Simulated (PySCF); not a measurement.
Isomers of C3H9NO2Si2.

All values: PBE0/pcSseg-1 (PySCF) at GFN2-xTB geometries, gas phase, one conformer each.

(1) Rank by HOMO–LUMO gap, highest first.
A. `[CH3:1]/[C:2]([CH:3]=[O:4])=[N:5]/[SiH2:6][O:7][SiH3:8]` with C1–C2–C3–O4 0°, C2–N5–Si6–O7 1°
B. `[H]/[N:4]=[CH:3]\[C:2](=[CH2:1])[O:5][SiH2:6][O:7][SiH3:8]` with C1–C2–C3–N4 -176°, C1–C2–O5–Si6 -172°, C2–O5–Si6–O7 170°, O5–Si6–O7–Si8 22°
C. `[NH2:1][Si@H:2]([SiH3:3])[C:4](=[O:5])[CH2:6][CH:7]=[O:8]` with H–N1–Si2–Si3 163° and -58°, N1–Si2–C4–O5 -172°, Si2–C4–C6–C7 -86°, C4–C6–C7–O8 83°

(2) Rank by dipole moment, lowest first.
A. `[H]/[N:4]=[CH:3]\[C:2](=[CH2:1])[O:5][SiH2:6][O:7][SiH3:8]` with C1–C2–C3–N4 -176°, C1–C2–O5–Si6 -172°, C2–O5–Si6–O7 170°, O5–Si6–O7–Si8 22°
B. `[NH2:1][CH2:2][C@@H:3]1[SiH2:4][O:5][SiH2:6][C:7]1=[O:8]` with H–N1–C2–C3 180° and -62°, N1–C2–C3–Si4 -164°, C2–C3–Si4–O5 -154°, C3–Si4–O5–Si6 11°, Si4–O5–Si6–C7 4°, O5–Si6–C7–O8 150°
C. `[NH2:1][Si@H:2]([SiH3:3])[C:4](=[O:5])[CH2:6][CH:7]=[O:8]` with H–N1–Si2–Si3 163° and -58°, N1–Si2–C4–O5 -172°, Si2–C4–C6–C7 -86°, C4–C6–C7–O8 83°

(3) Rank by HOMO energy, highest first.
A. `[NH2:1][CH2:2][C@@H:3]1[SiH2:4][O:5][SiH2:6][C:7]1=[O:8]` with H–N1–C2–C3 180° and -62°, N1–C2–C3–Si4 -164°, C2–C3–Si4–O5 -154°, C3–Si4–O5–Si6 11°, Si4–O5–Si6–C7 4°, O5–Si6–C7–O8 150°
B. `[CH3:1]/[C:2]([CH:3]=[O:4])=[N:5]/[SiH2:6][O:7][SiH3:8]` with C1–C2–C3–O4 0°, C2–N5–Si6–O7 1°
C. `[H]/[N:4]=[CH:3]\[C:2](=[CH2:1])[O:5][SiH2:6][O:7][SiH3:8]` with C1–C2–C3–N4 -176°, C1–C2–O5–Si6 -172°, C2–O5–Si6–O7 170°, O5–Si6–O7–Si8 22°

Answers

(1) B (5.90 eV), C (5.20 eV), A (4.62 eV).

(2) B (1.20 D), C (1.72 D), A (1.93 D).

(3) A (-6.70 eV), B (-7.11 eV), C (-7.29 eV).

All values together:

```
                     SMILES  μ (D)  HOMO (eV)  LUMO (eV)  lowest IAO charge (e)  highest IAO charge (e)  lowest Hirshfeld charge (e)  highest Hirshfeld charge (e)
[H]/N=C\C(=C)O[SiH2]O[SiH3]   1.93      -7.29      -1.39             -0.887 (O)             +1.200 (Si)                   -0.303 (O)                   +0.451 (Si)
   N[Si@H]([SiH3])C(=O)CC=O   1.72      -7.06      -1.86             -0.851 (N)             +0.702 (Si)                   -0.316 (N)                   +0.297 (Si)
 NC[C@@H]1[SiH2]O[SiH2]C1=O   1.20      -6.70      -1.43             -0.897 (O)             +1.012 (Si)                   -0.319 (O)                   +0.418 (Si)
   C/C(C=O)=N/[SiH2]O[SiH3]   1.19      -7.11      -2.48             -0.904 (O)             +1.092 (Si)                   -0.304 (O)                   +0.419 (Si)
```

Conformers: `[H]/[N:4]=[CH:3]\[C:2](=[CH2:1])[O:5][SiH2:6][O:7][SiH3:8]` with C1–C2–C3–N4 -176°, C1–C2–O5–Si6 -172°, C2–O5–Si6–O7 170°, O5–Si6–O7–Si8 22°; `[NH2:1][Si@H:2]([SiH3:3])[C:4](=[O:5])[CH2:6][CH:7]=[O:8]` with H–N1–Si2–Si3 163° and -58°, N1–Si2–C4–O5 -172°, Si2–C4–C6–C7 -86°, C4–C6–C7–O8 83°; `[NH2:1][CH2:2][C@@H:3]1[SiH2:4][O:5][SiH2:6][C:7]1=[O:8]` with H–N1–C2–C3 180° and -62°, N1–C2–C3–Si4 -164°, C2–C3–Si4–O5 -154°, C3–Si4–O5–Si6 11°, Si4–O5–Si6–C7 4°, O5–Si6–C7–O8 150°; `[CH3:1]/[C:2]([CH:3]=[O:4])=[N:5]/[SiH2:6][O:7][SiH3:8]` with C1–C2–C3–O4 0°, C2–N5–Si6–O7 1°.
